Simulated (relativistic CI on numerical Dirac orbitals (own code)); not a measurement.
Radial parameters of Nd XIV

Method of calculation: Dirac-Coulomb-Breit CI, separate exchange-only KLI orbitals for each configuration, a model potential for QED, unscaled Slater integrals (own radial code, finite nucleus).

Slater integrals F^k, G^k are unscaled and averaged over j, outside the closed core [Kr]; ζ comes from projecting the Hamiltonian with its Breit term on Σ l·s of the shell.

- 4d10 4f: ζ(4f) = 1202.9 cm⁻¹; <r>(4f) = 0.7459, <r^2>(4f) = 0.6532 (bohr units).
- 4d10 5p: ζ(5p) = 32559 cm⁻¹; <r>(5p) = 1.299, <r^2>(5p) = 1.882 (bohr units).
- 4d10 5d: ζ(5d) = 3554.4 cm⁻¹; <r>(5d) = 1.459, <r^2>(5d) = 2.386 (bohr units).

In this model ζ of a weakly bound d, f or g electron outside closed shells comes out too small, for d by up to a factor of two or three and at times with the wrong sign; that of an outer p electron is too small as well.

Averages of the first 10 configurations, taken without configuration mixing, which lowers the lowest level and can move excited configurations by several eV; other configurations of the list can lie among them:

| Configuration | Parity | States | Average energy above the lowest level (eV) |
| --- | --- | --- | --- |
| 4d10 5s | even | 2 | 0.0 |
| 4d10 4f | odd | 14 | 6.7 |
| 4d10 5p | odd | 6 | 26.9 |
| 4d10 5d | even | 10 | 65.9 |
| 4d10 5f | odd | 14 | 107.7 |
| 4d9 5s 4f | odd | 280 | 125.6 |
| 4d10 5g | even | 18 | 132.6 |
| 4d10 6s | even | 2 | 100.8 |
| 4d10 6p | odd | 6 | 113.1 |
| 4d9 5s2 | even | 10 | 123.8 |
